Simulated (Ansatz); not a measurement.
Compare A (`BC([SiH3])OC`) with its isomer B (`BO[SiH](C)C`).

Gas-phase electronic energies from Ansatz, PBE0-D4/def2-TZVP geometries. CCSD(T)/CBS adds triple-zeta CCSD(T) − MP2 to the extrapolated MP2 energy (def2 sets, frozen cores). DFT in def2-TZVPP. B3LYP here is the variant with VWN-RPA as its local correlation; programs differ in this. Each species was taken in one conformer, which may not be the lowest.

Question: Which is lower in electronic energy at CCSD(T)/CBS, and by how much? (Estimate.)

Answer: The calculation gave: B, by 101.3 kcal/mol.

Question: Give E(B) − E(A) in kcal/mol with B3LYP-D4, MP2/def2-TZVPP, ωB97M-V, B2PLYP, PBE-D4, CCSD/def2-TZVPP, r2SCAN-D4. (An estimate is asked.)

Answer: Ansatz gave: B3LYP-D4 -98.9, MP2/def2-TZVPP -103.6, ωB97M-V -99.8, B2PLYP -101.3, PBE-D4 -92.2, CCSD/def2-TZVPP -101.5, r2SCAN-D4 -98.6. None reverses the order clearly.

Largest T1 diagnostic: 0.013.

In def2-TZVPP, CCSD(T) changes the Hartree–Fock value by +6.3 kcal/mol (the triples alone add +1.4 kcal/mol) and MP2 by +2.8 kcal/mol. From PBE to PBE0 (25 % exact exchange), in def2-TZVPP and without D4, E(B) − E(A) moves by −3.8 kcal/mol.
